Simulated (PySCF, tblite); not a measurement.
Rigid-rotor lines calculated for a species of formula C6H12N2Si2 (commonest isotopes; PBE0/pcSseg-1 in PySCF (dipole) on a GFN2-xTB geometry, gas phase), labelled J(Ka,Kc):

| transition | MHz |
| --- | --- |
| 1(0,1) ← 0(0,0) | 1000.1 |
| 2(1,1) ← 1(1,0) | 2197.6 |
| 2(0,2) ← 1(0,1) | 1948.1 |
| 2(1,2) ← 1(1,1) | 1803.0 |
| 1(1,1) ← 0(0,0) | 1447.5 |

Problem. Find the rotational constants.

Solution. 1(0,1) ← 0(0,0) is B + C, 2(1,1) ← 1(1,0) is 3B + C and 2(1,2) ← 1(1,1) is B + 3C, so B − C is half the difference of the last two, 197.3 MHz. 1(1,1) ← 0(0,0) is A + C. A = 1046.1, B = 598.7, C = 401.4 MHz.

Problem. What moments of inertia, asymmetry and inertial defect follow?

Solution. I = 505379 MHz·u·Å² over each constant: Ia = 483.11, Ib = 844.12, Ic = 1258.92 u·Å²; κ = (2B − A − C)/(A − C) = -0.388 (asymmetric top); Δ = Ic − Ia − Ib = -68.31 u·Å².

Problem. Which dipole components do these lines need?

Solution. μa and μb (a-type: ΔKa even, ΔKc odd; b-type: both odd). The calculation gives |μa| = 0.17 D, |μb| = 0.10 D, |μc| = 0.77 D.

Problem. Where do these fall, and of which type are they? 3(3,0) ← 2(2,0); 3(2,1) ← 3(1,2); 2(1,2) ← 2(0,2); 2(2,1) ← 1(1,1); 3(2,2) ← 2(1,1); 2(2,1) ← 2(1,1); 3(1,3) ← 2(0,2); 3(0,3) ← 2(1,2).

Solution. 
```json
{"transition": "2(1,2) ← 2(0,2)", "MHz": "302", "type": "c", "branch": "Q"}
{"transition": "3(2,1) ← 3(1,2)", "MHz": "1325", "type": "b", "branch": "Q"}
{"transition": "2(2,1) ← 2(1,1)", "MHz": "1342", "type": "c", "branch": "Q"}
{"transition": "3(0,3) ← 2(1,2)", "MHz": "2510", "type": "b", "branch": "R"}
{"transition": "3(1,3) ← 2(0,2)", "MHz": "2978", "type": "b", "branch": "R"}
{"transition": "2(2,1) ← 1(1,1)", "MHz": "3737", "type": "c", "branch": "R"}
{"transition": "3(2,2) ← 2(1,1)", "MHz": "4343", "type": "b", "branch": "R"}
{"transition": "3(3,0) ← 2(2,0)", "MHz": "5717", "type": "c", "branch": "R"}
```

Problem. Which structure gave them?

Solution. `[Si@@H]([SiH2]N)(N(C)C)C#CC#C`, point group C1. Three constants can't fix a structure by themselves; this is the one that was computed:
```
atom  x, y, z in Å
C1     4.860    1.587   -0.568
C2     3.754    1.205   -0.280
C3     2.508    0.770    0.046
C4     1.390    0.403    0.343
Si5   -0.277   -0.299    0.757
Si6   -0.580   -2.344   -0.247
N7     0.831   -3.223    0.209
N8    -1.384    0.840    0.080
C9    -2.759    0.507   -0.185
C10   -1.201    2.251    0.294
H11    5.822    1.919   -0.822
H12   -0.275   -0.302    2.244
H13   -0.820   -2.304   -1.705
H14   -1.677   -3.155    0.301
H15    0.903   -4.196   -0.038
H16    1.732   -2.784    0.114
H17   -2.857   -0.559   -0.381
H18   -3.112    1.058   -1.062
H19   -3.411    0.767    0.660
H20   -1.585    2.811   -0.564
H21   -1.729    2.600    1.191
H22   -0.142    2.467    0.409
```

The values belong to one conformer (point group C1) with, in the numbering `[CH:1]#[C:2][C:3]#[C:4][Si@H:5]([SiH2:6][NH2:7])[N:8]([CH3:9])[CH3:10]`, C4–Si5–Si6–N7 51°, Si5–Si6–N7–H 174° and -47°, C4–Si5–N8–C9 161°. Its GFN2-xTB frequencies are all real (lowest 30 cm⁻¹). These are rigid-rotor constants of the computed structure; measured ground-state constants (B0) also hold zero-point vibration. A rigid rotor knows nothing of inversion at nitrogen or internal rotation, which can split or shift real lines. Quadrupole hyperfine structure (14N) is left out.

Hardware: an Arm Neoverse N1 with one thread, on a shared host. Cost: 2.1 min, 1.1 GiB resident at most. This is the PBE0/pcSseg-1 job that gave the dipole, with the shieldings it also computed.
